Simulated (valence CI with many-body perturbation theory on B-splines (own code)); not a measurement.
# Forbidden lines of Ce36+

Calculated by valence CI with perturbative core correlation (CI+MBPT): four valence electrons over a frozen Dirac-Fock core [Ar], radial functions for each j: 9 s, 9 p, 10 d, 8 f, 5 g, 3 h, 1 i, with the one-electron correlation potential Σ1 (screened to all orders), the two-electron term Σ2, the three-electron term Σ3, Breit, model QED; selected single and double excitations, second order for the rest (own B-spline code, finite nucleus).

The last digits are not significant, and no measured levels were compared; by estimate large intervals hold to a few tenths of a per cent, small ones and those within an open d or f shell to about a per cent. Only levels of the ground parity were solved; by the run's estimate the other parity begins above the list, which can be wrong where configurations are misplaced.

Lines 1 to 50 of 120 in falling wavelength, among levels below 1037700 cm⁻¹, chosen from the decays that carry over 1 % of a level's rate. Wavelengths and rates use the calculated energies. Electric multipoles are in the length gauge, E1 and E2 with the static RPA response of the core. S is in atomic units (e²a₀⁴ for E2 and M2, e²a₀⁶ for E3), for M1 in squared Bohr magnetons. Weak lines are less certain than strong ones. Lines between different terms over intervals too small for the method are left out, as are lines whose strength nearly cancels. The highest levels of a list are the least certain.

Levels are named by their leading jj configuration (3d3/2^4 stands for four electrons in 3d with j = 3/2), which in mixed levels can hold well under half, so a name can repeat and another be missing. Letters in brackets count levels of one name in rising energy.

| λ vac (Å) | Upper | Lower | Type | A (s⁻¹) | S (a.u.) |
| --- | --- | --- | --- | --- | --- |
| 10930 | (3d3/2^3 3d5/2) J=4 | (3d3/2^3 3d5/2) J=2 | E2 | 3.16e-07 | 3.97e-04 |
| 5924 | (3d3/2^3 3d5/2) J=3 | (3d3/2^3 3d5/2) J=4 | M1 | 6.24e+01 | 3.37e+00 |
| 5709 | (3d3/2^2 3d5/2^2) J=6 | (3d3/2^2 3d5/2^2) J=5 | M1 | 4.70e+01 | 4.22e+00 |
| 3842 | (3d3/2^3 3d5/2) J=3 | (3d3/2^3 3d5/2) J=2 | M1 | 4.21e+02 | 6.20e+00 |
| 2659 | (3d3/2^2 3d5/2^2) J=2 [b] | (3d3/2^2 3d5/2^2) J=1 | M1 | 5.29e+02 | 1.84e+00 |
| 2471 | (3d3/2^2 3d5/2^2) J=5 | (3d3/2^2 3d5/2^2) J=4 [a] | M1 | 6.66e+02 | 4.10e+00 |
| 2284 | (3d3/2^2 3d5/2^2) J=4 [b] | (3d3/2^2 3d5/2^2) J=5 | M1 | 2.07e+02 | 8.25e-01 |
| 1565 | (3d3/2^3 3d5/2) J=2 | (3d3/2^3 3d5/2) J=1 | M1 | 7.94e+03 | 5.63e+00 |
| 1472 | (3d3/2^2 3d5/2^2) J=4 [b] | (3d3/2^2 3d5/2^2) J=3 [a] | M1 | 2.94e+03 | 3.13e+00 |
| 1428 | (3d3/2^2 3d5/2^2) J=1 | (3d3/2^2 3d5/2^2) J=0 [a] | M1 | 5.03e+03 | 1.63e+00 |
| 1335 | (3d3/2^2 3d5/2^2) J=3 [b] | (3d3/2^2 3d5/2^2) J=3 [a] | M1 | 7.64e+02 | 4.72e-01 |
| 1209 | (3d3/2^2 3d5/2^2) J=2 [b] | (3d3/2^2 3d5/2^2) J=2 [a] | M1 | 3.58e+03 | 1.17e+00 |
| 1187 | (3d3/2^2 3d5/2^2) J=4 [b] | (3d3/2^2 3d5/2^2) J=4 [a] | M1 | 6.28e+02 | 3.51e-01 |
| 1155 | (3d3/2^2 3d5/2^2) J=2 [d] | (3d3/2^2 3d5/2^2) J=2 [c] | M1 | 2.38e+03 | 6.79e-01 |
| 1131 | (3d3/2 3d5/2^3) J=3 [c] | (3d3/2 3d5/2^3) J=2 [a] | M1 | 6.50e+03 | 2.44e+00 |
| 1096 | (3d3/2^2 3d5/2^2) J=3 [b] | (3d3/2^2 3d5/2^2) J=4 [a] | M1 | 7.86e+02 | 2.69e-01 |
| 1078 | (3d3/2 3d5/2^3) J=3 [b] | (3d3/2 3d5/2^3) J=3 [a] | M1 | 3.80e+03 | 1.24e+00 |
| 911.3 | (3d3/2^2 3d5/2^2) J=4 [a] | (3d3/2^3 3d5/2) J=3 | M1 | 8.53e+03 | 2.15e+00 |
| 910.8 | (3d3/2 3d5/2^3) J=1 [b] | (3d3/2 3d5/2^3) J=0 | M1 | 5.31e+03 | 4.46e-01 |
| 869.7 | (3d3/2 3d5/2^3) J=2 [b] | (3d3/2 3d5/2^3) J=2 [a] | M1 | 1.11e+04 | 1.35e+00 |
| 857.1 | (3d3/2 3d5/2^3) J=3 [a] | (3d3/2^2 3d5/2^2) J=4 [b] | M1 | 6.54e+03 | 1.07e+00 |
| 814.4 | (3d3/2 3d5/2^3) J=4 [a] | (3d3/2^2 3d5/2^2) J=5 | M1 | 5.83e+03 | 1.05e+00 |
| 796.1 | (3d3/2 3d5/2^3) J=2 [a] | (3d3/2^2 3d5/2^2) J=2 [c] | M1 | 1.66e+04 | 1.56e+00 |
| 793.5 | (3d3/2^2 3d5/2^2) J=3 [a] | (3d3/2^3 3d5/2) J=3 | M1 | 4.28e+04 | 5.55e+00 |
| 789.8 | (3d3/2^2 3d5/2^2) J=4 [a] | (3d3/2^3 3d5/2) J=4 | M1 | 5.80e+04 | 9.54e+00 |
| 784.5 | (3d3/2 3d5/2^3) J=3 [c] | (3d3/2^2 3d5/2^2) J=2 [d] | M1 | 1.33e+03 | 1.67e-01 |
| 774.8 | (3d3/2^3 3d5/2) J=1 | (3d3/2^4) J=0 | M1 | 6.21e+04 | 3.21e+00 |
| 758.3 | (3d3/2 3d5/2^3) J=1 [b] | (3d3/2^2 3d5/2^2) J=2 [d] | M1 | 3.43e+04 | 1.66e+00 |
| 756.8 | (3d3/2^2 3d5/2^2) J=4 [c] | (3d3/2^2 3d5/2^2) J=3 [b] | M1 | 1.57e+03 | 2.28e-01 |
| 748.4 | (3d3/2 3d5/2^3) J=3 [b] | (3d3/2^2 3d5/2^2) J=2 [c] | M1 | 2.40e+03 | 2.61e-01 |
| 726.1 | (3d3/2 3d5/2^3) J=1 [a] | (3d3/2^2 3d5/2^2) J=2 [b] | M1 | 1.49e+04 | 6.36e-01 |
| 719.0 | (3d3/2^2 3d5/2^2) J=4 [c] | (3d3/2^2 3d5/2^2) J=4 [b] | M1 | 1.38e+03 | 1.71e-01 |
| 690.9 | (3d3/2 3d5/2^3) J=5 | (3d3/2^2 3d5/2^2) J=4 [b] | M1 | 3.53e+04 | 4.75e+00 |
| 685.9 | (3d3/2^2 3d5/2^2) J=2 [a] | (3d3/2^3 3d5/2) J=2 | M1 | 3.19e+04 | 1.91e+00 |
| 680.5 | (3d3/2 3d5/2^3) J=4 [a] | (3d3/2^2 3d5/2^2) J=3 [a] | M1 | 1.10e+04 | 1.16e+00 |
| 675.6 | (3d3/2 3d5/2^3) J=1 [b] | (3d3/2 3d5/2^3) J=1 [a] | M1 | 5.76e+03 | 1.97e-01 |
| 666.6 | (3d3/2^2 3d5/2^2) J=2 [c] | (3d3/2^2 3d5/2^2) J=2 [a] | M1 | 9.36e+03 | 5.14e-01 |
| 663.2 | (3d3/2 3d5/2^3) J=3 [c] | (3d3/2^2 3d5/2^2) J=4 [c] | M1 | 2.69e+04 | 2.04e+00 |
| 657.6 | (3d3/2^2 3d5/2^2) J=3 [a] | (3d3/2^3 3d5/2) J=2 | M1 | 3.40e+04 | 2.51e+00 |
| 654.4 | (3d3/2^2 3d5/2^2) J=0 [b] | (3d3/2 3d5/2^3) J=1 [a] | M1 | 1.39e+04 | 1.45e-01 |
| 649.9 | (3d3/2^2 3d5/2^2) J=2 [d] | (3d3/2^2 3d5/2^2) J=2 [b] | M1 | 1.10e+04 | 5.60e-01 |
| 643.3 | (3d3/2^2 3d5/2^2) J=2 [d] | (3d3/2^2 3d5/2^2) J=3 [b] | M1 | 8.51e+03 | 4.20e-01 |
| 612.5 | (3d3/2 3d5/2^3) J=4 [a] | (3d3/2^2 3d5/2^2) J=4 [a] | M1 | 8.68e+04 | 6.65e+00 |
| 598.5 | (3d3/2^2 3d5/2^2) J=5 | (3d3/2^3 3d5/2) J=4 | M1 | 3.85e+04 | 3.36e+00 |
| 587.8 | (3d3/2 3d5/2^3) J=2 [b] | (3d3/2 3d5/2^3) J=1 [a] | M1 | 1.36e+04 | 5.13e-01 |
| 584.8 | (3d3/2 3d5/2^3) J=5 | (3d3/2^2 3d5/2^2) J=6 | M1 | 2.25e+04 | 1.83e+00 |
| 570.3 | (3d3/2 3d5/2^3) J=1 [a] | (3d3/2^2 3d5/2^2) J=1 | M1 | 5.56e+04 | 1.15e+00 |
| 558.3 | (3d3/2 3d5/2^3) J=6 | (3d3/2^2 3d5/2^2) J=6 | M1 | 4.46e+04 | 3.74e+00 |
| 550.3 | (3d3/2 3d5/2^3) J=4 [b] | (3d3/2 3d5/2^3) J=3 [a] | M1 | 7.63e+03 | 4.24e-01 |
| 546.8 | (3d3/2^2 3d5/2^2) J=4 [c] | (3d3/2^2 3d5/2^2) J=5 | M1 | 5.45e+03 | 2.97e-01 |
